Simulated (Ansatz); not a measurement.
## A geometry optimisation of C4H10SSe with PBE-D3(BJ)/def2-SVP

The starting geometry of this gas-phase singlet was optimised with GFN2-xTB; its bonds are those of `C[C@H](S)CC[SeH]`.

```yaml
atoms:
  - { symbol: C, position_ang: [0.7905, 0.4300, -1.0677] }
  - { symbol: C, position_ang: [0.1146, -0.4413, -0.0249] }
  - { symbol: C, position_ang: [1.0996, -1.3434, 0.7109] }
  - { symbol: C, position_ang: [0.4103, -2.3661, 1.5979] }
  - { symbol: S, position_ang: [-0.8227, 0.6004, 1.1640] }
  - { symbol: Se, position_ang: [-0.5692, -3.7482, 0.5819] }
  - { symbol: H, position_ang: [0.0652, 1.0903, -1.5371] }
  - { symbol: H, position_ang: [1.5703, 1.0390, -0.6117] }
  - { symbol: H, position_ang: [1.2425, -0.1913, -1.8387] }
  - { symbol: H, position_ang: [-0.6621, -1.0539, -0.4931] }
  - { symbol: H, position_ang: [0.2182, 1.3421, 1.5416] }
  - { symbol: H, position_ang: [1.7219, -1.8563, -0.0286] }
  - { symbol: H, position_ang: [1.7591, -0.7306, 1.3332] }
  - { symbol: H, position_ang: [1.1253, -2.8876, 2.2357] }
  - { symbol: H, position_ang: [-0.3456, -1.8907, 2.2261] }
  - { symbol: H, position_ang: [0.6173, -4.3274, -0.0153] }
```

Where would you expect an optimisation with PBE-D3(BJ)/def2-SVP to take it?

It keeps its bonds, and is `C[C@H](S)CC[SeH]`.

The energy falls by 0.12 eV over 10 steps:

```tsv
step	E − E(last) (eV)
1	0.116
2	0.021
3	0.008
4	0.006
5	0.004
6	0.001
7	0.000
8	0.000
9	0.000
10	0.000
```

Final geometry (Å):

```yaml
atoms:
  - { symbol: C, position_ang: [0.8279, 0.4708, -1.0698] }
  - { symbol: C, position_ang: [0.1296, -0.4443, -0.0667] }
  - { symbol: C, position_ang: [1.1133, -1.3526, 0.6832] }
  - { symbol: C, position_ang: [0.4815, -2.3738, 1.6239] }
  - { symbol: S, position_ang: [-0.9695, 0.5039, 1.0792] }
  - { symbol: Se, position_ang: [-0.7153, -3.6867, 0.7479] }
  - { symbol: H, position_ang: [0.0976, 1.1011, -1.6123] }
  - { symbol: H, position_ang: [1.5480, 1.1452, -0.5599] }
  - { symbol: H, position_ang: [1.3973, -0.1270, -1.8130] }
  - { symbol: H, position_ang: [-0.5996, -1.0963, -0.5965] }
  - { symbol: H, position_ang: [0.0273, 1.2572, 1.6291] }
  - { symbol: H, position_ang: [1.7444, -1.8755, -0.0703] }
  - { symbol: H, position_ang: [1.8105, -0.7158, 1.2759] }
  - { symbol: H, position_ang: [1.2481, -2.9346, 2.1909] }
  - { symbol: H, position_ang: [-0.1830, -1.8611, 2.3488] }
  - { symbol: H, position_ang: [0.3774, -4.3456, -0.0161] }
```

No frequencies were run, so the end isn't proven a minimum. Run with Ansatz 0.2.0, 16 s on 4 threads of Arm Neoverse V2, on a shared host.
